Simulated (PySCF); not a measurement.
Species: C₃H₈FSi (charge +1).
Numbering: `[CH3:1][Si+:2]([CH3:3])[CH2:4][F:5]` (hydrogens: H6, H7, H8 on C1; H9, H10, H11 on C3; H12, H13 on C4)

Computed, not measured: PBE0-D3(BJ)/def2-SVP geometry optimisation, gas phase (PySCF).

Task: Give the optimised bond lengths and angles.

Result: 
| bond | length (pm) |
| --- | --- |
| C1–Si2, Si2–C3 | 182.4 |
| Si2–C4 | 187.1 |
| C4–F5 | 135.8 |
| C1–H6 and 4 like bonds | 110.2 |
| C3–H10 | 110.9 |
| C4–H12, C4–H13 | 111.0 |

Bonds in one row agree within 1 pm and their mean is given. A selection of angles:
| angle | degrees |
| --- | --- |
| Si2–C1–H6 | 110.5 |
| Si2–C1–H7 | 108.0 |
| Si2–C1–H8 | 113.5 |
| H6–C1–H7 | 106.1 |
| H6–C1–H8 | 109.9 |
| C1–Si2–C3 | 122.9 |
| C1–Si2–C4 | 119.7 |
| C3–Si2–C4 | 117.3 |
| H9–C3–H10 | 107.5 |
| H9–C3–H11 | 111.3 |
| Si2–C4–F5 | 110.2 |
| Si2–C4–H12 | 109.3 |
| F5–C4–H12 | 111.1 |
| H12–C4–H13 | 105.7 |

Dihedral angles: C1–Si2–C4–F5 177° (antiperiplanar). The mirror-image conformer, all signs reversed, is as good.

Si2 (silicon bonded to 3 C) is planar (angles 122.9°, 119.7° and 117.3°, sum 360.0°, 0.00 Å off the plane of its three neighbours). The 5 heavy atoms lie in one plane (0.017 Å rms). The 3 C–Si bonds span 1.822 Å (Si2–C3, drawn single) to 1.871 Å (Si2–C4, drawn single), a spread of 0.049 Å. Of the pairs four or more bonds apart, F5···H11 is among the closest relative to their van der Waals radii: 2.80 Å, 105 % of the sum of Bondi's values.

No frequency check.

The run took 90 s of wall time on one thread of an Intel Xeon Platinum 8488C, no GPU, shared host with 192 logical CPUs at a one-minute load of 113, and the process peaked at 0.49 GiB of memory. This is the geometry optimisation.
